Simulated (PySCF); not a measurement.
Isomers of C3H10OSi. Level of theory: PySCF 2.14.0, PBE0-D3(BJ)/def2-SVP geometry optimisation, gas phase. One conformer each; no zero-point energy, no entropy. No frequencies were run at this level. Point groups hold within 0.08 Å.

Problem. Order them by energy at this level, lowest first, and give relative energies in kcal/mol.
A. `[CH3:1][SiH2:2][CH2:3][CH2:4][OH:5]` with C1–Si2–C3–C4 -166°, Si2–C3–C4–O5 -46°, C3–C4–O5–H -60°
B. `C[Si](C)(C)O`
C. `[CH3:1][CH:2]([CH3:3])[O:4][SiH3:5]` with C1–C2–O4–Si5 112°

Solution. B (0.0), C (35.2), A (48.7).

As drawn, the lowest has an Si–O bond, which the highest lacks.

```
      SMILES      E (Eh)  E rel (kcal/mol)  dipole (D)  point group     A, B, C (MHz)
C[Si](C)(C)O  -484.55550               0.0        1.37           Cs  3341, 3303, 3117
CC(C)O[SiH3]  -484.49947              35.2        1.11      near Cs  7106, 2256, 1886
  C[SiH2]CCO  -484.47783              48.7        2.15           C1  9523, 1839, 1657
```
